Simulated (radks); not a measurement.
Results of a calculation; reference values are marked as such.
Charge is removed step by step from the 2s1/2 level of the gold ion Au3+, starting from [Xe] 4f14 5d8. Level of theory: Dirac Kohn-Sham, PBE, spin-unpolarised, spherical densities, point nucleus; open shells fill j = l - 1/2 first (a radial shooting solver on a logarithmic mesh with Libxc functionals).

removed (e)  E - E(0) (eV)  eigenvalue (eV)  E minus straight line (eV)
0                    0.000         -14255.6                       0.000
0.25                3570.9         -14312.0                     -21.241
0.5                 7156.0         -14368.6                     -28.348
0.75               10755.3         -14425.4                     -21.281
1                  14368.7         -14482.3                       0.000

Removing the whole electron costs 14368.7 eV by Delta-SCF, against 14255.6 eV from minus the eigenvalue at the starting occupation. Slater's transition state (half an electron removed) gives 14368.6 eV. Integrating minus the eigenvalue over the occupation (Janak's theorem) gives 14368.7 eV. The mean slope of the eigenvalue, de/dn, is 227 eV per electron.
